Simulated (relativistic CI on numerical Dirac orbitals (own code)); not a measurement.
## Electric-dipole transitions in Se¹⁵⁺

Method of calculation: Dirac-Coulomb-Breit CI, separate exchange-only KLI orbitals for each configuration, QED by a radiative potential, unscaled Slater integrals (own radial code, finite nucleus).

Configuration list (outside the closed core [Ne]): 3s2 3p6 3d, 3s2 3p5 3d2, 3s 3p6 3d2, 3s2 3p6 4s, 3s2 3p6 4p, 3s2 3p6 4d, 3s2 3p6 4f, 3s2 3p5 3d 4s, 3s2 3p5 3d 4p, 3s2 3p6 5s, 3p6 3d3, 3p5 3d4. Double excitations out of closed p, d and f shells are left out; levels of such configurations are missing from the list, as are those of other unlisted configurations, and high levels can miss mixing partners. These lack a partner that the ground configuration has and come out too high: 3s2 3p5 3d 4s, 3s2 3p5 3d 4p.

| λ vac (Å) | Lower | Upper | A (s⁻¹) | gf | Branching (%) |
| --- | --- | --- | --- | --- | --- |
| 41.270 | 3s2 3p6 3d 2D_5/2 [2] | 3s2 3p5 3d 4s 2D°_5/2 [91] | 1.94e+11 | 2.98e-01 | 95.6 |
| 42.623 | 3s2 3p6 3d 2D_3/2 [1] | 3s2 3p6 4f 2F°_5/2 [78] | 1.93e+12 | 3.15e+00 | 91.1 |
| 42.779 | 3s2 3p6 3d 2D_5/2 [2] | 3s2 3p6 4f 2F°_7/2 [80] | 1.63e+12 | 3.59e+00 | 99.3 |
| 42.824 | 3s2 3p6 3d 2D_5/2 [2] | 3s2 3p6 4f 2F°_5/2 [78] | 1.78e+11 | 2.93e-01 | 8.4 |
| 42.859 | 3s2 3p6 3d 2D_3/2 [1] | 3s2 3p5 3d 4s 4F°_5/2 [76] | 4.10e+11 | 6.77e-01 | 99.2 |
| 42.930 | 3s2 3p6 3d 2D_5/2 [2] | 3s2 3p5 3d 4s 2F°_7/2 [77] | 7.95e+11 | 1.76e+00 | 99.9 |
| 54.523 | 3s2 3p5 3d2 4G°_11/2 [7] | 3s2 3p5 3d 4p 4F_9/2 [109] | 1.29e+11 | 5.74e-01 | 74.8 |
| 97.997 | 3s2 3p6 3d 2D_3/2 [1] | 3s2 3p5 3d2 2D°_3/2 [46] | 6.20e+11 | 3.57e+00 | 87.3 |
| 98.796 | 3s2 3p6 3d 2D_3/2 [1] | 3s2 3p5 3d2 2P°_3/2 [45] | 8.18e+10 | 4.79e-01 | 14.0 |
| 99.004 | 3s2 3p6 3d 2D_5/2 [2] | 3s2 3p5 3d2 2D°_5/2 [47] | 6.65e+11 | 5.86e+00 | 95.9 |
| 99.070 | 3s2 3p6 3d 2D_5/2 [2] | 3s2 3p5 3d2 2D°_3/2 [46] | 9.04e+10 | 5.32e-01 | 12.7 |
| 99.886 | 3s2 3p6 3d 2D_5/2 [2] | 3s2 3p5 3d2 2P°_3/2 [45] | 5.01e+11 | 3.00e+00 | 86.0 |
| 100.23 | 3s2 3p6 3d 2D_3/2 [1] | 3s2 3p5 3d2 2P°_1/2 [44] | 5.60e+11 | 1.69e+00 | 100.0 |
| 100.85 | 3s2 3p6 4s 2S_1/2 [64] | 3s2 3p5 3d 4s 2P°_3/2 [143] | 5.68e+11 | 3.46e+00 | 86.2 |
| 101.13 | 3s2 3p6 4p 2P°_3/2 [66] | 3s2 3p5 3d 4p 2D_5/2 [175] | 5.50e+11 | 5.06e+00 | 79.6 |
| 101.39 | 3s2 3p6 4p 2P°_1/2 [65] | 3s2 3p5 3d 4p 2P_3/2 [173] | 4.80e+11 | 2.96e+00 | 62.8 |
| 102.00 | 3s2 3p6 4p 2P°_3/2 [66] | 3s2 3p5 3d 4p 2D_3/2 [174] | 5.04e+11 | 3.14e+00 | 66.7 |
| 107.43 | 3s2 3p6 3d 2D_5/2 [2] | 3s2 3p5 3d2 2F°_7/2 [43] | 2.96e+11 | 4.09e+00 | 100.0 |
| 109.72 | 3s2 3p6 3d 2D_3/2 [1] | 3s2 3p5 3d2 2F°_5/2 [41] | 2.77e+11 | 3.00e+00 | 98.3 |
| 155.17 | 3s2 3p5 3d2 4D°_3/2 [4] | 3s 3p6 3d2 4F_5/2 [49] | 1.64e+10 | 3.56e-01 | 14.6 |
| 155.52 | 3s2 3p5 3d2 4D°_5/2 [5] | 3s 3p6 3d2 4F_7/2 [50] | 1.49e+10 | 4.33e-01 | 13.2 |
| 155.89 | 3s2 3p5 3d2 2H°_11/2 [23] | 3s 3p6 3d2 2G_9/2 [58] | 5.71e+10 | 2.08e+00 | 51.3 |
| 156.34 | 3s2 3p5 3d2 4D°_7/2 [6] | 3s 3p6 3d2 4F_9/2 [51] | 1.52e+10 | 5.55e-01 | 13.4 |
| 160.77 | 3s2 3p5 3d2 2F°_7/2 [24] | 3s 3p6 3d2 2D_5/2 [56] | 4.66e+10 | 1.08e+00 | 41.6 |
| 161.61 | 3s2 3p5 3d2 4G°_11/2 [7] | 3s 3p6 3d2 4F_9/2 [51] | 5.12e+10 | 2.01e+00 | 45.3 |
| 163.34 | 3s2 3p5 3d2 4G°_9/2 [8] | 3s 3p6 3d2 4F_7/2 [50] | 4.99e+10 | 1.60e+00 | 44.2 |
| 163.35 | 3s2 3p5 3d2 2H°_9/2 [26] | 3s 3p6 3d2 2G_7/2 [57] | 3.35e+10 | 1.07e+00 | 30.6 |
| 165.69 | 3s2 3p5 3d2 4G°_7/2 [9] | 3s 3p6 3d2 4F_5/2 [49] | 4.47e+10 | 1.11e+00 | 39.6 |
| 170.92 | 3s2 3p5 3d2 4F°_9/2 [16] | 3s 3p6 3d2 4F_9/2 [51] | 2.92e+10 | 1.28e+00 | 25.8 |
| 519.30 | 3s2 3p5 3d 4s 4F°_9/2 [73] | 3s2 3p5 3d 4p 4G_11/2 [108] | 5.46e+09 | 2.65e+00 | 7.3 |

Terms are leading LS components. Brackets give the number of a level in order of energy, since labels repeat. The list gives strong lines, with weight on those to low levels, without lines whose two gauges differ by over a factor of 2.5, among the lowest 200 of 358 levels, so that lines to higher ones, which can be the strongest, are missing. Levels whose partners in the same complex of configurations lie outside the list can be far off, and so can their lines. Rates are taken at the computed energies, electric ones in the length gauge.

At this charge energies of transitions that change n are usually good to better than 1 %, and those within a shell (Δn = 0) to a few per cent.

LS names give the leading component of a level, which can be under half, so a name can repeat, a term be missing and a line seem to break the LS rules.
